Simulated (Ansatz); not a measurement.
`[CH3][GeH2][F]` → `CF` + `[GeH2]` at 700 K and 1 bar (germylene formation by 1,1-elimination).

Computed with Ansatz on PBE0-D4/def2-TZVP structures; ΔE is electronic, products minus reactants. CBS: MP2 limit from def2 TZ/QZ plus the TZ coupled-cluster correction, frozen cores. This one scheme is used for every species. For Ge outer-core shells are correlated without core-valence functions, which leaves a few kJ/mol of doubt a bond. Scalar relativity is left out up to krypton.

```tsv
species	CCSD(T)/CBS energy (Eh)	H − E (kJ/mol)	S (J/(mol·K))
`[CH3][GeH2][F]`	-2217.00316	200.8	388.3
`CF`	-139.63461	133.6	263.9
`[GeH2]`	-2077.24753	54.8	253.9
```

H − E and S are ideal-gas, rigid-rotor, harmonic terms from PBE0-D4/def2-TZVP. 1 Eh = 2625.50 kJ/mol, R = 8.31446 J/(mol·K).

By hand: ΔE, ΔH, ΔS and ΔG.

ΔE = (-139.63461) + (-2077.24753) − (-2217.00316) = 0.12102 Eh = 317.7 kJ/mol. Δ(H − E) = 133.6 + 54.8 − 200.8 = -12.4, so ΔH = 305.3 kJ/mol. ΔS = 263.9 + 253.9 − 388.3 = 129.5 J/(mol·K). ΔG = 305.3 − 700 × (129.5)/1000 = 214.7 kJ/mol.

By hand: the equilibrium constant, and the temperature at which ΔG would vanish if ΔH and ΔS stayed fixed.

log₁₀ K = −ΔG/(RT ln 10) = -16.0. ΔG = 0 at ΔH/ΔS = 2358 K.

The number of gas molecules changes by +1, which sets the sign of ΔS. A doubt of 5 kJ/mol in ΔE shifts log₁₀ K by 0.4 here. These are equilibria of isolated gas molecules and say nothing of rates. Largest T1 diagnostic: 0.012 (customary marks: 0.02 for closed shells, 0.045 for open ones).
